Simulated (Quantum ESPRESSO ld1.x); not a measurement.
Task: Coherent X-ray form factor from a spherical all-electron density. Method: scalar-relativistic Kohn-Sham, LDA (Slater exchange, Perdew-Zunger correlation), spin-polarised, spherical densities, point nucleus; computed with ld1.x of Quantum ESPRESSO 7.5.

| sin(theta)/lambda (1/angstrom) | f0 (electrons) |
|---|---|
| 0.05 | 44.584 |
| 0.1 | 43.386 |
| 0.15 | 41.546 |
| 0.2 | 39.256 |
| 0.25 | 36.727 |
| 0.3 | 34.144 |
| 0.4 | 29.352 |
| 0.5 | 25.481 |
| 0.6 | 22.570 |
| 0.8 | 18.715 |
| 1 | 16.014 |
| 1.25 | 13.064 |
| 1.5 | 10.493 |
| 2 | 7.101 |

The species is in the configuration that NIST lists as its ground one. Which atom or ion scatters so?

Result: The indium ion In4+, [Kr] 4d9. Extrapolating in s^2 from the first two rows gives f0(0) = 45.0, near the electron count 45; among species with that count, the fall with angle is slower the higher Z, and the table is that of Z = 49; from so few rows the species is fixed only to a neighbour or two.
